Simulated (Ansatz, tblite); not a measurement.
Removing and adding an electron: HGe(SiH3)3 (Si3GeH10). Charge 0, multiplicity 1. Geometry: r2SCAN-D4/def2-SVP. Ansatz, gas phase; energy differences of separate SCF runs; the oxidised species was run as a doublet alone; the reduced species was run as a doublet alone.

Cartesian coordinates in Å:
```
Ge 0.6226 -0.2808 -0.0072
Si -0.8396 -1.5667 -1.3780
Si 0.7509 1.9445 -0.8449
Si -0.2016 -0.2473 2.2266
H 2.0286 -0.9144 -0.0240
H -2.2017 -0.9515 -1.3458
H -0.9352 -2.9716 -0.8765
H -0.3564 -1.5893 -2.7923
H -0.6187 2.5438 -0.8423
H 1.6429 2.7824 0.0133
H 1.2766 1.9546 -2.2441
H -0.3045 -1.6344 2.7742
H 0.6977 0.5571 3.1090
H -1.5616 0.3737 2.2321
```

The xTB rows come from tblite.

```
                level  −HOMO (eV)  vertical IE (eV)  −LUMO (eV)  vertical EA (eV)  HOMO–LUMO gap (eV)  IE − EA (eV)                       remarks
             GFN2-xTB        9.80             12.08        5.45              3.15                4.35          8.93                             –
    PBE-D4/def2-TZVPD        6.88                 –        1.09             -0.50                5.78             –  HOMO above zero (-1 doublet)
 r2SCANh-D4/def2-TZVP        7.50              9.56        0.40                 –                7.09             –                             –
r2SCANh-D4/def2-TZVPD        7.49                 –        0.45             -0.79                7.04             –  HOMO above zero (-1 doublet)
    PBE0-D4/def2-TZVP        7.91              9.61        0.18                 –                7.73             –                             –
   PBE0-D4/def2-TZVPD        7.90                 –        0.31             -0.74                7.59             –  HOMO above zero (-1 doublet)
```

Run but left out: PBE-D4/def2-TZVP (charge +1 doublet: an occupied level 0.09 eV above an empty one).   A HOMO above zero means that the electron is unbound at that level or that self-interaction error raises the level; the energy of removing that electron tells which. Raw xTB energy differences between charge states are shifted by several eV; the methods need an empirical correction for them. A negative affinity means that the extra electron isn't bound; its size then hangs on the basis.
